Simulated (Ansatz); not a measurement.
Species: sum formula TaO₂Cl, charge 1, multiplicity 2. The spin state was set by rule; other spins were not relaxed. 
Coordinates optimised at B3LYP-D3(BJ)/def2-TZVP (Ansatz, a first-principles code):
```
Ta
O 1 1.7647
O 1 1.7647 2 94.30
Cl 1 2.2424 2 106.64 3 -108.79
```
Charge +1, spin multiplicity 2.

Total electronic energies in hartree. Correlated levels leave the core frozen unless marked. UHF or UKS for open shells. Spin-orbit coupling is left out. Frozen are the shells of the preceding noble gas and the d and f shells that filled before the atom's block. Past Kr the def2 sets carry scalar-relativistic core potentials. CBS marks a two-point X^-3 extrapolation of the correlation energy; Hartree-Fock from the larger set. [CCSD(T)-MP2]/basis is that difference in the basis named.

The UHF reference is spin-contaminated (<S^2> 0.39 over the pure value in the largest basis). The T1 diagnostic of CCSD in the largest basis is 0.056, which is high, so the coupled-cluster rows are less sure than usual.

```json
[
 {"level": "HF/def2-TZVPP", "program": "Ansatz", "energy (Eh)": "-665.47999"},
 {"level": "RI-HF/def2-QZVPP", "program": "Ansatz", "energy (Eh)": "-665.50103"},
 {"level": "SVWN5/def2-TZVPD", "program": "Ansatz", "energy (Eh)": "-664.88316"},
 {"level": "PBE-D4/def2-TZVPD", "program": "Ansatz + dftd4", "energy (Eh)": "-667.23219"},
 {"level": "revPBE-D3(BJ)/def2-TZVPD", "program": "Ansatz + dftd3", "energy (Eh)": "-667.47721"},
 {"level": "PBE0-D3(BJ)/def2-TZVPD", "program": "Ansatz + dftd3", "energy (Eh)": "-667.18911"},
 {"level": "PBE0/def2-TZVPD", "program": "Ansatz", "energy (Eh)": "-667.18608"},
 {"level": "BHLYP-D4/def2-TZVPD", "program": "Ansatz + dftd4", "energy (Eh)": "-667.30311"},
 {"level": "r2SCANh-D4/def2-TZVPD", "program": "Ansatz + dftd4", "energy (Eh)": "-667.41176"},
 {"level": "CAM-B3LYP/def2-TZVPD", "program": "Ansatz", "energy (Eh)": "-667.41636"},
 {"level": "B2GP-PLYP-D3(BJ)/def2-TZVPD", "program": "Ansatz + dftd3", "energy (Eh)": "-666.98703"},
 {"level": "B2PLYP-D4/def2-TZVPD", "program": "Ansatz + dftd4", "energy (Eh)": "-667.11385"},
 {"level": "RPA@PBE/def2-QZVPP", "program": "Ansatz", "energy (Eh)": "-666.75757"},
 {"level": "MP2/def2-SVP", "program": "Ansatz", "energy (Eh)": "-665.69875"},
 {"level": "MP2/def2-TZVPP", "program": "Ansatz", "energy (Eh)": "-666.23571"},
 {"level": "RI-MP2/def2-TZVPP", "program": "Ansatz", "energy (Eh)": "-666.23559"},
 {"level": "RI-MP2/def2-QZVPPD", "program": "Ansatz", "energy (Eh)": "-666.31610"},
 {"level": "RI-MP2/CBS(def2-TZVPP,def2-QZVPP)", "program": "Ansatz", "energy (Eh)": "-666.3582"},
 {"level": "RI-MP2/CBS(def2-TZVPPD,def2-QZVPPD)", "program": "Ansatz", "energy (Eh)": "-666.3571"},
 {"level": "CCSD/def2-SVPD", "program": "Ansatz", "energy (Eh)": "-665.77377"},
 {"level": "RI-MP2/CBS(def2-TZVPP,def2-QZVPP)+[CCSD(T)-MP2]/def2-SVP", "program": "Ansatz", "energy (Eh)": "-666.4224"},
 {"level": "RI-MP2/CBS(def2-TZVPPD,def2-QZVPPD)+[CCSD(T)-MP2]/def2-SVPD", "program": "Ansatz", "energy (Eh)": "-666.4243"},
 {"level": "RI-MP2/CBS(def2-TZVPP,def2-QZVPP)+[CCSD(T)-MP2]/def2-TZVPP", "program": "Ansatz", "energy (Eh)": "-666.4372"}
]
```

Totals of different functionals don't rank their quality; only differences between species are comparable.
